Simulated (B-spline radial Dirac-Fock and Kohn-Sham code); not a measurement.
## Kohn-Sham estimates against Dirac-Fock for the levels of Se¹¹⁺

System: the Se¹¹⁺ ion, 1s2 2s2 2p6 3s2 3p6 3d5.

The density-functional columns are spherical, spin-unpolarised Dirac-Kohn-Sham results without Breit or QED terms: −ε is minus the orbital energy of the initial state and ΔSCF the difference of two total energies. The reference in the last column comes from multi-electron Dirac-Fock with separately optimised hole states, Breit and Lamb-shift corrections added in first order. All numbers are from an atomic code on a B-spline grid, in eV; a selection of levels is shown. The Kohn-Sham columns are given as differences from the reference. For the 1s level of heavy atoms much of the gap between ΔSCF and the reference is the Breit and QED part, -27.4 eV here; for other levels the error of the functional can be larger.

```tsv
level	LDA −ε − DF	LDA ΔSCF − DF	Dirac-Fock
K (1s)	-200.4	+24.0	12977.7
L1 (2s)	-76.6	-30.2	1980.6
L2 (2p1/2)	-56.9	-2.3	1797.7
L3 (2p3/2)	-57.5	-4.2	1756.6
M1 (3s)	-33.3	-13.7	512.1
M2 (3p1/2)	-23.5	-3.7	446.0
M3 (3p3/2)	-23.5	-3.9	439.0
M4,5 (3d)	-18.7	+1.8	337.7
```

Values without a named source are computed, but for edge energies of neutral atoms, which are taken from tables.
